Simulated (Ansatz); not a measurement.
Molecule: C$_{2}$H$_{9}$Si$_{2}$ (charge -1, singlet). It need not be the lowest isomer of its formula. Whether it binds its extra electron was not tested at this geometry. SMILES: [CH2-][SiH]([SiH3])C
Geometry from a B3LYP-D3(BJ)/def2-TZVP (Ansatz, an electronic-structure program) optimisation:
```
Si
C 1 1.7678
H 2 1.0895 1 118.23
H 2 1.0906 3 112.38 1 143.89
H 1 1.5051 2 112.81 3 -38.48
C 1 1.9079 5 107.02 2 126.77
H 6 1.0934 1 110.07 5 -66.50
H 6 1.0942 7 109.13 1 -123.47
H 6 1.0942 7 107.70 8 -116.88
Si 1 2.4328 5 100.64 2 -128.49
H 10 1.5020 1 111.68 5 65.13
H 10 1.5042 11 103.35 1 -120.25
H 10 1.5156 11 102.52 12 -106.24
```
Charge -1, spin multiplicity 1.

Parts of the frozen-core correlation energy in aug-cc-pV(D+d)Z (Ansatz, hartree). Frozen orbitals: 12; correlated occupied orbitals by spin: 13 and 13; virtual: 166 and 166. Spin-orbit coupling is left out. Non-relativistic.

```csv
term,value
reference (HF),-658.81217
MP2 opposite-spin,-0.43132
MP2 same-spin,-0.11330
CCSD correlation,-0.61359
(T),-0.02252
T1 diagnostic,0.015
largest doubles amplitude,0.021
```
